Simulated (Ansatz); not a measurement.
C4H7AlO can be A, `C#C[CH2][AlH][CH2]O`, or B, `[AlH2][CH]1C=COC1`.

Isolated molecules relaxed with PBE0-D4/def2-TZVP in Ansatz; ΔE leaves out vibrations. CCSD(T)/CBS adds triple-zeta CCSD(T) − MP2 to the extrapolated MP2 energy (def2 sets, frozen cores). DFT in def2-TZVPP. B3LYP here is the variant with VWN-RPA as its local correlation; programs differ in this. One conformer a species, not always the lowest.

A:

```xyz
13

C    -0.8562    2.5857    0.5766
C    -0.4487    1.9108   -0.3307
C     0.0415    1.0736   -1.3955
Al    0.4384   -0.8057   -0.9468
C     0.2824   -1.7232    0.7873
O    -0.1485   -0.8835    1.8447
H    -1.2152    3.1740    1.3865
H     0.9632    1.4901   -1.8242
H    -0.6736    1.0463   -2.2288
H     0.9534   -1.7040   -2.1581
H     1.2648   -2.1807    1.0001
H    -0.3990   -2.5797    0.6387
H    -0.2025   -1.4037    2.6503
```

B:

Z-matrix (Å, degrees):
```
Al
C 1 2.281
C 1 1.974 2 40.8
H 1 1.587 2 105.1 3 116.4
H 1 1.585 2 114.7 3 -104.6
C 2 1.347 1 101.9 3 103.1
H 2 1.081 1 103.3 3 -125.8
C 3 1.523 1 114.6 2 -97.1
H 3 1.086 1 122.9 2 115.0
O 6 1.340 2 114.3 1 -68.2
H 6 1.081 2 129.9 1 111.3
H 8 1.089 3 115.6 1 -57.8
H 8 1.099 3 112.5 1 175.8
```

(1) Which isomer does CCSD(T)/CBS put lower? Give the gap. (Best estimate.)

(2) Give E(B) − E(A) in kcal/mol with HF/def2-TZVPP, CCSD(T)/def2-TZVPP, PBE0-D4, B3LYP, B2PLYP, ωB97M-V, CCSD/def2-TZVPP. (Estimate.)

Largest T1 diagnostic: 0.013.

## Answers

(1) The calculation gave: B, by 21.4 kcal/mol.

(2) Computed: HF/def2-TZVPP -16.0, CCSD(T)/def2-TZVPP -23.0, PBE0-D4 -28.0, B3LYP -18.3, B2PLYP -19.7, ωB97M-V -23.4, CCSD/def2-TZVPP -21.2. None reverses the order clearly.

From PBE to PBE0 (25 % exact exchange), in def2-TZVPP and without D4, E(B) − E(A) moves by −1.1 kcal/mol. The D4 term adds −2.4 kcal/mol with B3LYP and −1.1 kcal/mol with PBE0; it sums over pairs of atoms, weighted by their polarisabilities, and B3LYP, whose exchange is more repulsive, gets the larger term.
